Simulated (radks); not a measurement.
Problem. All-electron atom: Te V in [Kr] 4d10 5s2. All-electron calculation, scalar-relativistic Kohn-Sham, r2SCAN, spin-polarised, spherical densities, finite nucleus; meta-GGA in the generalised Kohn-Sham scheme; Fermi nuclear charge, rms radius 4.7423 fm. Program: a radial shooting solver on a logarithmic mesh with Libxc functionals. Some entries of the table are withheld. Estimate them.

orbital  occ.  eigenvalue (hartree)  <1/r> (bohr^-1)  <r^2> (bohr^2)
1s          2             -1166.016            55.57        0.001048
2s          2                   (1)            12.73         0.01693
2p          6             -162.3395            12.18         0.01340
3s          2             -37.50385            4.560          0.1181
3p          6             -31.46784            4.331          0.1186
3d         10                   (2)            4.088          0.1043
4s          2              -7.78474              (3)          0.6616
4p          6                   (4)            1.660          0.7667
4d         10                   (5)            1.380           1.075
5s          2              -1.95965           0.6973           3.906

Solution. 
(1) 2s eigenvalue (hartree): -180.7815
(2) 3d eigenvalue (hartree): -22.35745
(3) 4s <1/r> (bohr^-1): 1.815
(4) 4p eigenvalue (hartree): -5.90395
(5) 4d eigenvalue (hartree): -3.14615
